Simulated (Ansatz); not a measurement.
Reaction (ligand exchange at the Si–Cl bond): `CO[Si](C)(N)Cl` + HBr → `CO[Si](C)(N)Br` + HCl

Program: Ansatz. Geometries: PBE0-D4/def2-TZVP. ΔE: electronic, gas phase. CCSD(T)/CBS is the MP2 limit (def2-TZVPP, def2-QZVPP) plus CCSD(T) − MP2 in def2-TZVPP, frozen cores. This one scheme is used for every species. DFT in def2-TZVPP. For Br outer-core shells are correlated without core-valence functions, which leaves a few kJ/mol of doubt a bond. Scalar relativity is left out up to krypton. One conformer a species, not always the lowest.

| level | ΔE (kJ/mol) | difference from CCSD(T)/CBS |
| --- | --- | --- |
| r2SCAN-D4 | 5.9 | 3.7 |
| PBE0-D4 | 3.7 | 1.5 |
| ωB97X-V | 5.8 | 3.6 |
| B2PLYP | 6.2 | 4.0 |
| PBE | 5.2 | 3.0 |
| r2SCAN | 6.1 | 3.9 |
| CCSD/def2-TZVPP | 4.7 | 2.5 |
| CCSD(T)/def2-TZVPP | 4.3 | 2.1 |
| HF/def2-QZVPP | 8.0 | 5.8 |
| MP2/def2-QZVPP | 1.4 | -0.8 |
| CCSD(T)/CBS | 2.2 | 0 |

Largest T1 diagnostic among the species: 0.010.

In def2-TZVPP, CCSD(T) changes the Hartree–Fock value by −3.3 kJ/mol (the triples alone add −0.4 kJ/mol) and MP2 by −5.1 kJ/mol.
